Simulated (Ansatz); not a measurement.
```xyz
15

N     2.048   -0.516   -1.024
Si    0.813   -0.999    0.050
O     1.191   -1.072    1.676
Si   -0.863    0.635    0.118
N    -2.319    0.478   -0.760
O    -0.072    1.968   -0.443
O    -1.363    0.724    1.683
H     2.734   -1.139   -1.415
H     2.295    0.454   -1.129
H     0.441   -2.377   -0.382
H     1.822   -1.732    1.967
H    -3.085   -0.050   -0.376
H    -2.328    0.482   -1.766
H    -0.592    2.773   -0.503
H    -0.721    0.371    2.305
```

Charge 0, multiplicity 1.

Question: List the ωB97M-V/def2-TZVPP orbital energies in eV (Ansatz 0.2.0). (Estimate.)

Answer: The calculation gave: Occupied: -1807.23, -1806.92, -525.85, -525.81, -525.64, -393.88, -393.83, -148.13, -147.89, -102.27, -102.26, -102.23, -102.02, -102.00, -101.98, -30.78, -30.53, -30.22, -26.24, -26.21, -18.61, -17.81, -16.96, -16.22, -15.91, -15.82, -14.81, -13.60, -13.49, -13.18, -12.62, -11.98, -11.37, -11.35, -10.58, -9.95, -9.17. Lowest empty: 1.87, 2.26, 2.54, 3.04, 3.75, 3.96, 4.09, 4.40.
